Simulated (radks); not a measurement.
Results of a calculation; reference values are marked as such.
Sn II, configuration [Kr] 4d10 5s2 5p1. Code: a radial shooting solver on a logarithmic mesh with Libxc functionals. Model: Dirac Kohn-Sham, PBEsol, spin-unpolarised, spherical densities, point nucleus; open shells are shared between the two j in proportion to 2j + 1.

Spin-orbit splittings of the eigenvalues, e(l+1/2) - e(l-1/2), with zeta = 2 splitting/(2l+1) and mean radii in bohr:

| shell | occ. | splitting (eV) | zeta (eV) | <r> j=l-1/2 | <r> j=l+1/2 |
|---|---|---|---|---|---|
| 2p | 6 | 230.5 | 153.6 | 0.1058 | 0.1112 |
| 3p | 6 | 42.08 | 28.05 | 0.3300 | 0.3413 |
| 3d | 10 | 8.689 | 3.476 | 0.3126 | 0.3162 |
| 4p | 6 | 7.597 | 5.065 | 0.8656 | 0.8956 |
| 4d | 10 | ? | ? | 1.089 | 1.103 |
| 5p | 1 | 0.5822 | 0.3881 | 2.814 | 2.920 |

Estimate the 4d splitting.

Answer. 1.046 eV (zeta = 0.4184 eV).
